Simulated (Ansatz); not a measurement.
C$_{2}$H$_{3}$F$_{2}$Si (`[CH]=C[SiH](F)F`) radical, charge 0, multiplicity 2.

Q: Give a relaxed structure at PBE0-D4/def2-TZVP (the Gaussian-basis code of Ansatz). (Best estimate.)

A: The calculation gave: 
Z-matrix (Å, degrees):
```
Si
C 1 1.846
F 1 1.588 2 110.3
F 1 1.588 2 110.3 3 116.9
H 1 1.473 2 112.0 3 -121.5
C 2 1.305 1 118.6 3 121.4
H 2 1.091 1 120.5 3 -58.6
H 6 1.082 2 137.0 1 0.0
```
Point group Cs.
